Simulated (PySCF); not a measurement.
H$_{5}$GeNO, singlet, at a GFN2-xTB geometry.

Here is a job for PySCF.
```python
from pyscf import gto, scf, dft, tdscf

mol = gto.M(
    atom='''
Ge   -0.22886294   -0.24881406    0.06256490
N     1.53218929   -0.51172173   -0.18667527
O    -0.55030496    1.47563485   -0.07070189
H    -0.59523862   -0.71190260    1.44232860
H    -0.98202039   -0.97384552   -1.01424207
H     1.88681255   -0.26139739   -1.09995179
H     2.13928287   -0.09041515    0.50356533
H    -1.44810770    1.77658370    0.03856520
''',
    basis='6-31g',
    verbose=4,
)

mf = dft.RKS(mol)
mf.xc = 'm062x'
mf.kernel()
td = mf.TDDFT()
td.nstates = 5
td.kernel()
td.analyze()
```

**Question.** Predict the dipole moment from M062X/6-31G, TDDFT in PySCF.

**Answer.** 1.12 D

**Question.** What is the computed total energy (M062X/6-31G, TDDFT)?

**Answer.** -2209.5538 Eh

**Question.** Predict the lowest excitation energy found from M062X/6-31G, TDDFT.

**Answer.** 6.98 eV
